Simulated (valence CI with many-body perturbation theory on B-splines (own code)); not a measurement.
## Which ion has this spectrum?

A relativistic CI+MBPT calculation for an atom or ion with 7 electrons gives these levels (Ry):

```csv
J,Parity,E,g
3/2,odd,0.00,1.34
3/2,odd,41.64,1.44
5/2,odd,43.23,1.17
1/2,odd,46.03,0.63
5/2,even,60.67,1.47
1/2,even,66.65,2.05
3/2,even,66.76,1.19
3/2,odd,87.77,1.29
3/2,even,103.94,1.58
5/2,even,106.59,1.28
1/2,even,109.96,1.39
3/2,even,110.72,1.03
3/2,odd,131.74,1.31
1/2,even,152.85,1.82
```

The energies are calculated, and their last digits are not significant.

Task: Which is it?
A. Nd53+
B. Gd57+
C. Sm55+
D. Pm54+

Result: D. Pm54+, ground level (2s^2 2p1/2^2 2p3/2) J=3/2.
